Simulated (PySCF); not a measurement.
Computed shifts of a molecule C₂H₆BFO, KT2/pcSseg-1 run with PySCF, GIAO, gas phase, equivalent atoms averaged, in ppm (number of nuclei): ¹³C: 62.8 (1), 6.0 (1). ¹⁹F: -56.3 (1). ¹H: 3.98 (2), 1.11 (3), -0.19 (1). References: ¹³C against TMS (σ = 185.1 ppm); ¹¹B against BF3 (σ = 89.8 ppm); ¹⁹F against CFCl3 (σ = 127.1 ppm); ¹⁷O against H2O (σ = 330.4 ppm); ¹H against TMS (σ = 31.47 ppm), references at their B3LYP-D3(BJ)/def2-TZVP geometries, non-relativistic. Coordinates come from a ωB97X-D3(BJ)/def2-SVP optimisation. One conformer was computed; it need not be the lowest.

### Question
Which structure fits?
A. CCOBF
B. CB(O)CF
C. CB(F)CO
D. CCB(O)F

### Answer
C, CB(F)CO
